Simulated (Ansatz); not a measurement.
Isolated molecules relaxed with PBE0-D4/def2-TZVP in Ansatz; ΔE leaves out vibrations. CBS: MP2 limit from def2 TZ/QZ plus the TZ coupled-cluster correction, frozen cores. This one scheme is used for every species. Functionals use def2-TZVPP. B3LYP here is the variant with VWN-RPA as its local correlation; programs differ in this. One conformer a species, not always the lowest.

Consider the formal exchange of groups at the Si–Si bond: `O[SiH2][SiH2]P` + `[AlH3]` → `[AlH2][SiH2]P` + silanol.

```json
{"level": "PBE-D4", "ΔE (kcal/mol)": "-1.8", "difference from CCSD(T)/CBS": "0.4"}
{"level": "r2SCAN-D4", "ΔE (kcal/mol)": "-1.9", "difference from CCSD(T)/CBS": "0.3"}
{"level": "PBE0-D4", "ΔE (kcal/mol)": "-1.9", "difference from CCSD(T)/CBS": "0.3"}
{"level": "B3LYP-D4", "ΔE (kcal/mol)": "-1.3", "difference from CCSD(T)/CBS": "0.9"}
{"level": "ωB97X-V", "ΔE (kcal/mol)": "-1.4", "difference from CCSD(T)/CBS": "0.8"}
{"level": "ωB97M-V", "ΔE (kcal/mol)": "-1.4", "difference from CCSD(T)/CBS": "0.8"}
{"level": "B2PLYP", "ΔE (kcal/mol)": "-2.4", "difference from CCSD(T)/CBS": "-0.2"}
{"level": "PBE", "ΔE (kcal/mol)": "-2.6", "difference from CCSD(T)/CBS": "-0.4"}
{"level": "r2SCAN", "ΔE (kcal/mol)": "-2.2", "difference from CCSD(T)/CBS": "0.0"}
{"level": "PBE0", "ΔE (kcal/mol)": "-2.7", "difference from CCSD(T)/CBS": "-0.5"}
{"level": "B3LYP", "ΔE (kcal/mol)": "-2.6", "difference from CCSD(T)/CBS": "-0.4"}
{"level": "HF/def2-TZVPP", "ΔE (kcal/mol)": "-3.0", "difference from CCSD(T)/CBS": "-0.8"}
{"level": "MP2/def2-TZVPP", "ΔE (kcal/mol)": "-2.1", "difference from CCSD(T)/CBS": "0.1"}
{"level": "SCS-MP2/def2-TZVPP", "ΔE (kcal/mol)": "-2.3", "difference from CCSD(T)/CBS": "-0.1"}
{"level": "CCSD/def2-TZVPP", "ΔE (kcal/mol)": "-2.6", "difference from CCSD(T)/CBS": "-0.4"}
{"level": "CCSD(T)/def2-TZVPP", "ΔE (kcal/mol)": "-2.5", "difference from CCSD(T)/CBS": "-0.3"}
{"level": "HF/def2-QZVPP", "ΔE (kcal/mol)": "-3.0", "difference from CCSD(T)/CBS": "-0.8"}
{"level": "MP2/def2-QZVPP", "ΔE (kcal/mol)": "-2.0", "difference from CCSD(T)/CBS": "0.2"}
{"level": "SCS-MP2/def2-QZVPP", "ΔE (kcal/mol)": "-2.2", "difference from CCSD(T)/CBS": "0.0"}
{"level": "HF/CBS(def2)", "ΔE (kcal/mol)": "-3.0", "difference from CCSD(T)/CBS": "-0.8"}
{"level": "MP2/CBS(def2)", "ΔE (kcal/mol)": "-1.9", "difference from CCSD(T)/CBS": "0.3"}
{"level": "CCSD/CBS(def2)", "ΔE (kcal/mol)": "-2.3", "difference from CCSD(T)/CBS": "-0.1"}
{"level": "CCSD(T)/CBS", "ΔE (kcal/mol)": "-2.2", "difference from CCSD(T)/CBS": "0"}
```

Largest T1 diagnostic among the species: 0.014.

The D4 term adds +1.4 kcal/mol with B3LYP and +0.8 kcal/mol with PBE0; it sums over pairs of atoms, weighted by their polarisabilities, and B3LYP, whose exchange is more repulsive, gets the larger term.
